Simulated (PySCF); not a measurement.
Species: C₈H₆N (doublet state).
Geometry (GFN2-xTB, Å), atoms numbered from 1 in this order:
```
atom  x, y, z in Å
C1     3.0841   -0.8120   -0.5424
C2     1.9074   -0.6008   -0.3935
C3     0.5515   -0.3014   -0.1896
C4    -0.4418   -1.1431   -0.6678
C5    -1.7779   -0.8449   -0.4663
C6    -2.1475    0.3158    0.2276
C7    -1.1979    1.1675    0.7130
C8     0.2003    0.9098    0.5327
N9     1.0455    1.7669    1.0202
H10    4.1027   -1.0194   -0.6856
H11   -0.1586   -2.0393   -1.2023
H12   -2.5394   -1.5094   -0.8459
H13   -3.1960    0.5304    0.3745
H14   -1.4570    2.0662    1.2497
H15    2.0202    1.5217    0.8539
```

The hyperfine couplings belong to this conformer and change with its torsions.

Identity: `C#Cc1ccccc1[NH]` [radical].

Computed, not measured: UKS B3LYP, pcH-1 on C H N, non-relativistic, mean-field spin-orbit, GIAO in PySCF. One conformer (not necessarily the lowest) at the GFN2-xTB geometry, without solvent, vibrations or thermal averaging. The geometry wasn't refined by DFT: couplings that depend on bond lengths, twists or pyramidal angles can differ widely from those at the functional's own minimum. The SCF solution wasn't tested for stability. ⟨S²⟩ is 0.791 where a pure state has 0.75.

Largest spin populations (Mulliken): N9 (+0.55), C5 (+0.34), C3 (+0.30) and C7 (+0.29). The positive populations add up to 1.62 and the negative ones to -0.62, together 2S = 1.

(1) McConnell's relation a(H) = Q·ρ ties the coupling of a proton on a planar π carbon to the spin population of that carbon. What Q do the computed values give?

(2) Leave H13 and its like out of the fit. How well does the relation then predict its coupling?

Answers

(1) 
```json
{"H": "H11", "C": "C4", "ρ(C)": "-0.153", "a(H) (G)": "+2.79", "a/ρ (G)": "-18.2"}
{"H": "H12", "C": "C5", "ρ(C)": "+0.337", "a(H) (G)": "-7.70", "a/ρ (G)": "-22.9"}
{"H": "H13", "C": "C6", "ρ(C)": "-0.159", "a(H) (G)": "+2.86", "a/ρ (G)": "-18.1"}
{"H": "H14", "C": "C7", "ρ(C)": "+0.285", "a(H) (G)": "-6.51", "a/ρ (G)": "-22.8"}
```

A least-squares line through the origin gives Q = -21.9 G with Mulliken populations. Where ρ is negative the coupling is positive.

(2) The other protons give Q = -22.4 G, so a = -22.4 × -0.159 ≈ 3.55 G, against the computed 2.86 G.

Couplings in gauss use g_iso = 2.0035.

Time: 81 s wall (grids of density and orbitals included); peak memory 0.96 GiB. Hardware: one thread, Arm Neoverse V1 (aarch64), no GPU, on a shared host.
